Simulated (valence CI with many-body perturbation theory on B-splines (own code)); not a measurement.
E1 transitions of Ag XV

Computed by configuration interaction combined with many-body perturbation theory (CI+MBPT): five valence electrons over a frozen Dirac-Fock core [Ar] 3d10, radial functions for each j: 11 s, 11 p, 10 d, 8 f, 5 g, 2 h, with the one-electron correlation potential Σ1 (screened to all orders), the two-electron term Σ2, the three-electron term Σ3, Breit, model QED; selected single and double excitations, second order for the rest (own B-spline code, finite nucleus).

No measured levels were compared; by estimate levels hold to about 250 cm⁻¹ or 0.2 % of their energy and the worst to 1 %, as in measured heavy ions of charge 2 to 7; those with d or f electrons hold less well. Among the levels kept, up to 2000 cm⁻¹ of a level comes from second order outside the variational space, and about a tenth of that is noise between levels of different J, which matters for small intervals.

Lines 201 to 250 of 547 in falling wavelength, among levels below 1193300 cm⁻¹, chosen from the strongest by gf and those to the six lowest levels. Wavelengths and rates use the calculated energies, so an error of 1000 cm⁻¹ moves a line at 19.13 nm by 0.19 % and its rate by three times that or more. Electric multipoles are in the length gauge, E1 and E2 with the static RPA response of the core. Weak lines are less certain than strong ones. Lines between different terms over intervals too small for the method are left out, as are lines whose strength nearly cancels. Where a level lies close to another of its J and parity, the split of strength between their lines is uncertain. The highest levels of a list are the least certain.

Names give the largest LS component (configuration and term), which can be under half, so a name can repeat, a term be missing and a line seem to break the LS rules; names also repeat where a configuration has a term twice. Letters in brackets count levels of one name in rising energy.

```tsv
λ vac (nm)	Upper	Lower	A (s⁻¹)	S (a.u.)
19.13	4s2.4p2.4f 2G°_9/2 [b]	4s2.4p2.4d 2G_9/2	1.09e+10	3.78e-01
19.12	4s2.4p2.4f 2D°_5/2 [a]	4s2.4p2.4d 2F_7/2 [a]	1.27e+10	2.62e-01
19.08	4s2.4p2.4f 4D°_3/2	4s2.4p2.4d 4P_3/2	9.35e+09	1.28e-01
19.05	4s2.4p2.4d 2G_7/2	4s2.4p3 2D°_5/2	7.93e+09	2.16e-01
19.03	4s2.4p.4d2 4F°_5/2	4s2.4p2.4d 4P_3/2	6.42e+09	1.31e-01
19.03	4s2.4p2.4f 2D°_3/2 [a]	4s2.4p2.4d 2P_3/2 [a]	7.72e+09	1.05e-01
19.03	4s2.4p.4d2 4F°_5/2	4s2.4p2.4d 2F_7/2 [b]	5.28e+09	1.08e-01
18.99	4s2.4p.4d2 4D°_5/2 [c]	4s2.4p2.4d 2F_7/2 [b]	1.55e+10	3.15e-01
18.98	4s2.4p.4d2 4D°_5/2 [b]	4s2.4p2.4d 2G_7/2	5.44e+09	1.10e-01
18.96	4s.4p3.4d 2P°_3/2 [c]	4s.4p4 2P_1/2	7.78e+09	1.05e-01
18.94	4s.4p3.4d 4F°_7/2 [a]	4s.4p4 4P_5/2	9.68e+08	2.60e-02
18.92	4s2.4p.4d2 2F°_7/2	4s2.4p2.4d 2G_9/2	5.81e+09	1.55e-01
18.90	4s.4p3.4d 2D°_5/2 [b]	4s.4p4 2D_5/2	7.97e+09	1.59e-01
18.89	4s2.4p2.4d 2P_3/2 [a]	4s2.4p3 2D°_3/2	4.05e+10	5.39e-01
18.89	4s.4p3.4d 4D°_3/2 [b]	4s.4p4 4P_1/2	1.19e+10	1.58e-01
18.88	4s.4p3.4d 4S°_3/2	4s.4p4 2D_5/2	3.37e+10	4.47e-01
18.88	4s2.4p2.4d 2F_5/2 [b]	4s2.4p3 2P°_3/2	4.10e+09	8.17e-02
18.87	4s2.4p.4d2 4D°_7/2 [a]	4s2.4p2.4d 4F_9/2	1.76e+10	4.67e-01
18.86	4s2.4p.4d2 2D°_3/2	4s2.4p2.4d 2P_3/2 [a]	8.09e+09	1.07e-01
18.85	4s2.4p2.4f 2G°_7/2 [a]	4s2.4p2.4d 4F_7/2	1.88e+10	4.97e-01
18.84	4s2.4p2.4d 2D_3/2 [a]	4s2.4p3 2P°_1/2	1.06e+10	1.40e-01
18.83	4s2.4p2.4d 2F_5/2 [a]	4s2.4p3 4S°_3/2	1.28e+09	2.52e-02
18.81	4s2.4p.4d2 4P°_5/2 [a]	4s2.4p2.4d 2D_3/2 [a]	5.89e+09	1.16e-01
18.80	4s2.4p.4d2 4D°_7/2 [b]	4s2.4p2.4d 2G_9/2	1.95e+10	5.12e-01
18.79	4s.4p3.4d 2P°_1/2 [a]	4s.4p4 2D_3/2	2.51e+10	1.64e-01
18.77	4s.4p3.4d 4G°_5/2	4s.4p4 4P_5/2	6.07e+08	1.19e-02
18.77	4s2.4p2.4f 2D°_3/2 [b]	4s2.4p2.4d 2P_1/2 [b]	2.06e+10	2.69e-01
18.77	4s2.4p2.4f 2D°_5/2 [b]	4s2.4p2.4d 2D_5/2 [a]	1.44e+10	2.82e-01
18.76	4s2.4p.4d2 4F°_7/2	4s2.4p2.4d 4P_5/2	1.97e+10	5.14e-01
18.75	4s2.4p.4d2 4F°_9/2	4s2.4p2.4d 2G_9/2	3.84e+09	1.25e-01
18.71	4s2.4p2.4f 2P°_1/2	4s2.4p2.4d 2D_3/2 [b]	2.11e+10	1.36e-01
18.68	4s2.4p2.4f 2D°_5/2 [a]	4s2.4p2.4d 2F_5/2 [a]	1.34e+10	2.59e-01
18.66	4s2.4p2.4d 2P_1/2 [a]	4s2.4p3 2P°_1/2	3.12e+10	2.00e-01
18.64	4s2.4p.4d2 4P°_5/2 [b]	4s2.4p2.4d 2D_3/2 [a]	7.63e+09	1.46e-01
18.63	4s2.4p2.4d 2D_5/2 [b]	4s2.4p3 2P°_3/2	1.85e+09	3.55e-02
18.63	4s2.4p.4d2 4D°_5/2 [a]	4s2.4p2.4d 4D_5/2	1.28e+10	2.46e-01
18.62	4s2.4p2.4d 4P_5/2	4s2.4p3 2D°_5/2	1.85e+10	3.54e-01
18.62	4s2.4p.4d2 4D°_3/2	4s2.4p2.4d 4D_3/2	1.42e+10	1.81e-01
18.57	4s.4p3.4d 4G°_7/2	4s.4p4 4P_5/2	3.44e+09	8.70e-02
18.55	4s.4p3.4d 2D°_5/2 [a]	4s.4p4 4P_3/2	2.24e+10	4.23e-01
18.55	4s2.4p.4d2 2F°_7/2	4s2.4p2.4d 2F_7/2 [b]	1.16e+10	2.93e-01
18.52	4s.4p3.4d 2D°_3/2 [b]	4s.4p4 2D_3/2	2.81e+10	3.52e-01
18.51	4s2.4p.4d2 2P°_3/2	4s2.4p2.4d 2P_1/2 [a]	8.74e+09	1.09e-01
18.51	4s2.4p2.4f 4G°_11/2	4s2.4p2.4d 2G_9/2	7.80e+09	2.93e-01
18.48	4s.4p3.4d 2G°_7/2 [b]	4s.4p4 2D_5/2	1.18e+10	2.93e-01
18.46	4s2.4p2.4d 4D_3/2	4s2.4p3 4S°_3/2	7.58e+09	9.40e-02
18.44	4s2.4p2.4d 2F_7/2 [b]	4s2.4p3 2D°_5/2	3.48e+09	8.63e-02
18.44	4s2.4p2.4d 4P_3/2	4s2.4p3 2D°_5/2	1.68e+10	2.08e-01
18.43	4s2.4p.4d2 2G°_7/2 [b]	4s2.4p2.4d 2D_5/2 [a]	1.44e+10	3.57e-01
18.43	4s.4p3.4d 2F°_5/2 [b]	4s.4p4 2P_3/2	1.18e+10	2.20e-01
```
